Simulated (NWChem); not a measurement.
System: GaH3S; SMILES [SH][GaH2]

NWChem input:

```
start job
memory heap 200 mb stack 900 mb global 1100 mb
geometry units angstroms noautosym nocenter noautoz
  Ga    -0.015065    -0.788347     0.000000
  H      1.372392    -1.501657     0.000000
  H     -1.420761    -1.469288     0.000000
  S      0.073655     1.413388     0.000000
  H     -1.265123     1.594664     0.000000
end
basis spherical
  * library def2-svpd
end
dft
  xc b3lyp
  iterations 150
end
property
  response 1 0.0773
end
task dft property
```

Parts of the log:

```
             Northwest Computational Chemistry Package (NWChem) 7.3.0
             --------------------------------------------------------

                             Geometry "geometry" -> ""
                             -------------------------

 Output coordinates in angstroms (scale by  1.889725989 to convert to a.u.)

  No.       Tag          Charge          X              Y              Z
 ---- ---------------- ---------- -------------- -------------- --------------
    1 Ga                  31.0000    -0.01506500    -0.78834700     0.00000000
    2 H                    1.0000     1.37239200    -1.50165700     0.00000000
    3 H                    1.0000    -1.42076100    -1.46928800     0.00000000
    4 S                   16.0000     0.07365500     1.41338800     0.00000000
    5 H                    1.0000    -1.26512300     1.59466400     0.00000000

 Effective nuclear repulsion energy (a.u.)     158.2484743687

                              NWChem Property Module
                              ----------------------

                                 NWChem DFT Module
                                 -----------------

 Summary of "ao basis" -> "ao basis" (spherical)
 ------------------------------------------------------------------------------
       Tag                 Description            Shells   Functions and Types
 ---------------- ------------------------------  ------  ---------------------
 Ga                        def2-svpd                14       38   6s4p4d
 H                         def2-svpd                 4        8   2s2p
 S                         def2-svpd                11       27   5s4p2d

            General Information
            -------------------
          SCF calculation type: DFT
          Wavefunction type:  closed shell.
          No. of atoms     :     5
          No. of electrons :    50
           Alpha electrons :    25
            Beta electrons :    25
          Charge           :     0
          Spin multiplicity:     1
          Use of symmetry is: off; symmetry adaption is: off
          Maximum number of iterations: 150
          AO basis - number of functions:    89
                     number of shells:    37
          Convergence on energy requested:  1.00D-06
          Convergence on density requested:  1.00D-05
          Convergence on gradient requested:  5.00D-04

              XC Information
              --------------
                         B3LYP Method XC Potential
                     Hartree-Fock (Exact) Exchange  0.200
                        Slater Exchange Functional  0.800 local
                    Becke 1988 Exchange Functional  0.720 non-local
              Lee-Yang-Parr Correlation Functional  0.810
                  VWN I RPA Correlation Functional  0.190 local

             Grid Information
             ----------------
          Grid used for XC integration:  medium
          Radial quadrature: Mura-Knowles
          Angular quadrature: Lebedev.
          Tag              B.-S. Rad. Rad. Pts. Rad. Cut. Ang. Pts.
          ---              ---------- --------- --------- ---------
          Ga                  1.30      112          12.0       590
          H                   0.35       45          12.0       434
          S                   1.00       88          12.0       590
          Grid pruning is: on
          Number of quadrature shells:   335
          Spatial weights used:  Erf1

      Superposition of Atomic Density Guess
      -------------------------------------

 Sum of atomic energies:       -2321.82553854

      Non-variational initial energy
      ------------------------------

 Total energy =   -2322.240019
 1-e energy   =   -3550.567615
 2-e energy   =    1070.079122
 HOMO         =      -0.343683
 LUMO         =      -0.001440

   convergence    iter        energy       DeltaE   RMS-Dens  Diis-err
 ---------------- ----- ----------------- --------- --------- ---------
 d= 0,ls=0.0,diis     1  -2324.5384476738 -2.48D+03  1.11D-02  2.45D-01
 d= 0,ls=0.0,diis     2  -2324.5497048918 -1.13D-02  5.48D-03  1.28D-01
 d= 0,ls=0.0,diis     3  -2324.5687740877 -1.91D-02  1.98D-03  2.35D-02
 d= 0,ls=0.0,diis     4  -2324.5727830111 -4.01D-03  2.98D-04  2.33D-03
 d= 0,ls=0.0,diis     5  -2324.5729432662 -1.60D-04  1.12D-04  9.44D-05
  Resetting Diis
 d= 0,ls=0.0,diis     6  -2324.5729492782 -6.01D-06  2.32D-05  4.79D-06
 d= 0,ls=0.0,diis     7  -2324.5729499780 -7.00D-07  8.20D-06  1.12D-07

         Total DFT energy =    -2324.572949978030
      One electron energy =    -3550.276514494460
           Coulomb energy =     1169.343347052215
    Exchange-Corr. energy =     -101.888256904511
 Nuclear repulsion energy =      158.248474368725

 Numeric. integr. density =       49.999994183388

                       DFT Final Molecular Orbital Analysis
                       ------------------------------------

 Vector   23  Occ=2.000000D+00  E=-3.225527D-01
              MO Center=  3.9D-01, -9.8D-01, -1.5D-09, r^2= 3.1D+00
   Bfn.  Coefficient  Atom+Function         Bfn.  Coefficient  Atom+Function
  ----- ------------  ---------------      ----- ------------  ---------------
    39      0.370867  2 H  s                 13      0.282758  1 Ga px
    47     -0.223612  3 H  s                 40      0.195526  2 H  s
    67      0.180366  4 S  py                10     -0.163521  1 Ga px
    64      0.150301  4 S  py                16      0.136154  1 Ga px
    48     -0.136520  3 H  s                 14     -0.121560  1 Ga py

 Vector   24  Occ=2.000000D+00  E=-3.078385D-01
              MO Center= -2.6D-01,  4.9D-01, -1.1D-10, r^2= 3.6D+00
   Bfn.  Coefficient  Atom+Function         Bfn.  Coefficient  Atom+Function
  ----- ------------  ---------------      ----- ------------  ---------------
    67      0.410025  4 S  py                64      0.336168  4 S  py
    47      0.260340  3 H  s                 14     -0.221311  1 Ga py
    61      0.190509  4 S  py                66      0.165570  4 S  px
    57      0.137942  4 S  s                 63      0.135452  4 S  px
    48      0.131973  3 H  s                 11      0.129795  1 Ga py

 Vector   25  Occ=2.000000D+00  E=-2.765114D-01
              MO Center=  2.6D-02,  1.2D+00,  4.9D-11, r^2= 1.9D+00
   Bfn.  Coefficient  Atom+Function         Bfn.  Coefficient  Atom+Function
  ----- ------------  ---------------      ----- ------------  ---------------
    68      0.567863  4 S  pz                65      0.435444  4 S  pz
    62      0.245627  4 S  pz                15      0.127521  1 Ga pz
    71      0.086793  4 S  pz                12     -0.068479  1 Ga pz
    18      0.059870  1 Ga pz                20     -0.050206  1 Ga d -1
    78     -0.028026  4 S  d -1              30      0.027663  1 Ga d -1

 Vector   26  Occ=0.000000D+00  E=-6.656681D-02
              MO Center= -2.3D-02, -7.6D-01, -1.4D-08, r^2= 4.0D+00
   Bfn.  Coefficient  Atom+Function         Bfn.  Coefficient  Atom+Function
  ----- ------------  ---------------      ----- ------------  ---------------
    18      0.581123  1 Ga pz                15      0.427717  1 Ga pz
    68     -0.248583  4 S  pz                12     -0.215337  1 Ga pz
    65     -0.161847  4 S  pz                35     -0.102102  1 Ga d -1
    62     -0.087856  4 S  pz                78     -0.070455  4 S  d -1
     9      0.069508  1 Ga pz                46      0.042492  2 H  pz

 Vector   27  Occ=0.000000D+00  E=-9.555698D-03
              MO Center= -5.4D-01,  9.9D-01,  3.1D-09, r^2= 7.9D+00
   Bfn.  Coefficient  Atom+Function         Bfn.  Coefficient  Atom+Function
  ----- ------------  ---------------      ----- ------------  ---------------
    59      0.732910  4 S  s                  6      0.646165  1 Ga s
     5     -0.472562  1 Ga s                 57     -0.337317  4 S  s
    70      0.252916  4 S  py                38      0.244318  1 Ga d  2
    58     -0.234731  4 S  s                 17      0.231743  1 Ga py
    87     -0.200431  5 H  px                56      0.189361  4 S  s

 Vector   28  Occ=0.000000D+00  E=-9.023211D-03
              MO Center= -1.8D-01, -6.1D-01,  2.8D-10, r^2= 7.9D+00
   Bfn.  Coefficient  Atom+Function         Bfn.  Coefficient  Atom+Function
  ----- ------------  ---------------      ----- ------------  ---------------
     6      1.652104  1 Ga s                  5     -1.296482  1 Ga s
    59     -0.698456  4 S  s                  4     -0.672172  1 Ga s
    48      0.328554  3 H  s                 67     -0.306918  4 S  py
     3      0.300759  1 Ga s                 40      0.299512  2 H  s
    36     -0.281016  1 Ga d  0              17      0.204060  1 Ga py

     Multipole analysis of the density
     ---------------------------------

     L   x y z        total         alpha         beta         nuclear
     -   - - -        -----         -----         ----         -------
     0   0 0 0     -0.000000    -25.000000    -25.000000     50.000000

     1   1 0 0     -0.301143      0.418261      0.418261     -1.137666
     1   0 1 0     -0.340583      2.854054      2.854054     -6.048692
     1   0 0 1      0.000000      0.000000      0.000000      0.000000

     2   2 0 0    -23.909166    -21.947125    -21.947125     19.985084
     2   1 1 0     -1.248926     -0.701274     -0.701274      0.153621
     2   1 0 1     -0.000000     -0.000000     -0.000000      0.000000
     2   0 2 0    -25.145481   -116.465009   -116.465009    207.784538
     2   0 1 1     -0.000000     -0.000000     -0.000000      0.000000
     2   0 0 2    -23.156991    -11.578495    -11.578495      0.000000

 *** CALLING NEW AORESP DRIVER FOR CLOSED AND OPEN SHELLS ***
 Entering AOResponse driver routine

--------------------------------------------------------------------------------

          -----------------------------------------------
          Solving response equations for perturbing field
          -----------------------------------------------

 number of frequencies:     1
 frequency in a.u.:  0.7730000E-01
 Perturbing field: electric
 Using El. Dipole Length Gauge

 Setting up CPKS with frequency omega =      0.07730000 a.u.

                            NWChem Dynamic CPHF Module
                            --------------------------

    scftype = RHF
    nclosed =   25
      nopen =    0
  variables =     3200
  num. vecs =        3
  tolerance =   1.0D-04
  max. iter =   50

 SCF residual:    5.1122579882657327E-004

Iterative solution of linear equations
  No. of variables     3200
  No. of equations        3
  Maximum subspace       30
       Convergence  1.0D-04

   iter   nsub   residual    time
   ----  ------  --------  ---------
     1      3    4.71D+00      12.0
     2      6    1.68D+00      17.8
     3      9    6.92D-01      23.6
     4     12    4.84D-01      29.5
     5     15    5.19D-02      35.3
     6     18    2.32D-03      41.1
     7     21    3.57D-04      47.0
     8     24    1.35D-04      52.8
     9     27    2.48D-05      58.7

 Electric Dipole Response Matrix (nonzero elements):

              1        2        3
    1   54.2887  -0.4397   0.0000
    2   -0.4397  73.0802   0.0000
    3    0.0000   0.0000  44.8985

 ------------------------------------------
 average:        57.42244 + I       0.00000

 DFT Linear Response polarizability / au
 Frequency  =       0.0773000 / au
 Wavelength =     589.4353558 / nm
              X              Y              Z
 -----------------------------------------------
 X      54.2886576     -0.4397112      0.0000000
 Y      -0.4397046     73.0801804      0.0000000
 Z       0.0000000      0.0000000     44.8984961
 -----------------------------------------------
 Eigenvalues =      54.2783742     73.0904638     44.8984961
 Isotropic   =      57.4224447
 Anisotropic =      24.8662810
 -----------------------------------------------

 Magnetic Dipole Response Matrix (nonzero elements):

 Exiting AOResponse driver routine
```

Level: B3LYP/def2-SVPD. Coordinates come from a PBE0/def2-SVP optimisation.
